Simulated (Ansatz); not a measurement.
Two isomers of C2H5FO2Si: A = `C=C(F)[SiH](O)O`, B = `O=COC(F)[SiH3]`.

Calculated with Ansatz (gas phase, PBE0-D4/def2-TZVP geometries, no zero-point term in ΔE). CBS: MP2 limit from def2 TZ/QZ plus the TZ coupled-cluster correction, frozen cores. Functionals use def2-TZVPP. B3LYP here is the variant with VWN-RPA as its local correlation; programs differ in this. Each species was taken in one conformer, which may not be the lowest.

Q: Which is lower in electronic energy at CCSD(T)/CBS, and by how much? (An estimate is asked.)

A: The calculation gave: A, by 68.6 kcal/mol.

Q: Give E(B) − E(A) in kcal/mol with MP2/def2-TZVPP, HF/def2-TZVPP, PBE-D4, B3LYP-D4, B3LYP, B2PLYP, r2SCAN-D4. (Best estimate.)

A: The calculation gave: MP2/def2-TZVPP 68.4, HF/def2-TZVPP 64.6, PBE-D4 58.5, B3LYP-D4 63.6, B3LYP 63.0, B2PLYP 64.8, r2SCAN-D4 63.7. None reverses the order clearly.

Largest T1 diagnostic: 0.015.

From PBE to PBE0 (25 % exact exchange), in def2-TZVPP and without D4, E(B) − E(A) moves by +3.5 kcal/mol.
